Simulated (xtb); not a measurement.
Harmonic IR lines of one isomer of C9H10BNSi, unscaled. Method: xtb with GFN2-xTB.

```csv
wavenumber (cm⁻¹),relative intensity
561,7.5
582,15
739,3.2
779,41
792,92
809,33
907,4.2
989,6.0
1162,5.2
1209,14
1248,4.3
1324,5.4
1438,4.9
1522,3.6
2247,100
2273,46
2651,29
2708,18
3065,9.6
3077,5.5
3087,9.4
3105,3.8
```

### Question
Say which structure gives these lines.
A) `Bc1cc([SiH3])c2ccccc2n1`
B) `Bc1cc([SiH3])c2ncccc2c1`
C) `Bc1ccc([SiH3])c2cccnc12`
D) `Bc1cc2cccnc2cc1[SiH3]`

### Answer
A, `Bc1cc([SiH3])c2ccccc2n1`
